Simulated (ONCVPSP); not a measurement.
**Building the ONCV potential for osmium (LDA (Perdew-Wang 92), non-relativistic).**

- Element: Os
- Generator: ONCVPSP 4.0.1
- Type: optimised norm-conserving Vanderbilt (ONCV)
- Functional: LDA (Perdew-Wang 92)
- Relativity: non-relativistic
- Frozen core: [Kr] 4d10 4f14
- Valence charge: 16
- Reference configuration: 5s2 5p6 5d6 6s2
- Partial waves: 5s+6s: rc 2.15 bohr, ncon 4, nbas 7, qcut 6.3 1/bohr, 2 projectors; 5p: rc 2.05 bohr, ncon 4, nbas 8, qcut 5.8 1/bohr, 2 projectors, debl 1 Ha; 5d: rc 2.15 bohr, ncon 4, nbas 8, qcut 7.3 1/bohr, 2 projectors, debl 2.1 Ha
- Local potential: polynomial inside 1.50 bohr (lpopt 5, dvloc0 4 Ha)
- Core correction: Teter function, parameters optimised by the program

In the p channel the program set the typed energies aside and used -1.757, 0.250 Ha.

- Cutoffs needed: 17 Ha and 20 Ha (the cutoffs (Ha) at which the residual kinetic energy of the hardest occupied pseudo-wave falls to 1 and 0.1 mHa per electron)
- Ghost test: no bound ghost flagged; no localised positive-energy state flagged
- Largest excitation error: -6.7 meV (all-electron minus pseudo) for 5s2 5p6 5d6 6s0, out of 4 test configurations
- rms error of d²Exc/dni dnj: 6.35 mHa without and 0.50 mHa with the model core
